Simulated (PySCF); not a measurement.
# Fe: ionisation energy

Fe [Ar] 3d6 4s2 (5D) → Fe⁺ [Ar] 3d6 4s1 (6D), as a difference of total energies. Computed with PySCF 2.14 in pcseg-2 (6s4p3d2f1g, 56 functions), with the non-relativistic Hamiltonian (point nucleus). Correlated levels: valence: [Ar] frozen. The calculations carry no spin-orbit coupling.

```tsv
method	ionisation energy (eV)	difference from reference (eV)
UHF	6.370	-1.534
PBE0	7.534	-0.370
MP2 (valence)	7.348	-0.556
SCS-MP2 (valence)	7.519	-0.385
```

Reference: 7.904 eV (measured; NIST levels, between the centres of gravity of the two terms).

These non-relativistic numbers lack the scalar-relativistic shift.

Errors of the correlated levels include the incompleteness of this basis and the frozen core.

MP2 underrates the near-degeneracy of ns² with np² in the lower species.
